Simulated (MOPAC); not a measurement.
MOPAC input (PM7):

```
PM7 PRECISE GNORM=0.05 LET XYZ CHARGE=1 GEO-OK AUX(PRECISION=9) THREADS=1
CF

C    -0.00000000 1   -0.00000000 1   -0.69355300 1
F     0.00000000 1    0.00000000 1    0.46236900 1
```

From the output:

```
                                                       MOPAC v23.2.5 Linux

          FINAL HEAT OF FORMATION =        232.75784 KCAL/MOL =     973.85882 KJ/MOL

          COSMO AREA              =         58.49 SQUARE ANGSTROMS
          COSMO VOLUME            =         40.95 CUBIC ANGSTROMS

          GRADIENT NORM           =          0.00996          =       0.00704 PER ATOM
          IONIZATION POTENTIAL    =         23.134792 EV
          HOMO LUMO ENERGIES (EV) =        -23.135 -8.022
          NO. OF FILLED LEVELS    =          5
          MOLECULAR WEIGHT        =         31.0094         POINT GROUP:  C*v

          MOLECULAR DIMENSIONS (Angstroms)

            Atom       Atom       Distance
            F     2    C     1     1.22708
            F     2    C     1     0.00000
            C     1    F     2     0.00000

          SCF CALCULATIONS        =          9

   ATOM   CHEMICAL          X               Y               Z
  NUMBER   SYMBOL      (ANGSTROMS)     (ANGSTROMS)     (ANGSTROMS)

     1       C         -0.00000000  *  -0.00000000  *  -0.72913103  *
     2       F         -0.00000000  *  -0.00000000  *   0.49794704  *

                             CARTESIAN COORDINATES

   1    C       -0.000000000    -0.000000000    -0.729131031
   2    F       -0.000000000    -0.000000000     0.497947037

           Empirical Formula: C F  =     2 atoms

      MOLECULAR POINT GROUP   :   C*v

                  EIGENVALUES
 -51.38521 -31.30747 -25.48539 -25.48539 -23.13479  -8.02168  -8.02168  -4.63776

              NET ATOMIC CHARGES AND DIPOLE CONTRIBUTIONS

  ATOM NO.   TYPE          CHARGE      No. of ELECS.   s-Pop       p-Pop
    1          C           1.130761        2.8692     1.91565     0.95359
    2          F          -0.130761        7.1308     1.95011     5.18065
 DIPOLE           X         Y         Z       TOTAL
 POINT-CHG.    -0.000    -0.000    -4.382     4.382
 HYBRID        -0.000    -0.000     1.161     1.161
 SUM           -0.000    -0.000    -3.220     3.220

          ATOMIC ORBITAL ELECTRON POPULATIONS

     Atom    s        px        py        pz
    1  C   1.91565   0.15753   0.15753   0.63852
    2  F   1.95011   1.84247   1.84247   1.49571

 **********************
 *                    *
 * JOB ENDED NORMALLY *
 *                    *
 **********************

 == MOPAC DONE ==
```

The dipole moment of an ion depends on the origin.

The geometry given is a B3LYP-D3(BJ)/def2-TZVP minimum.
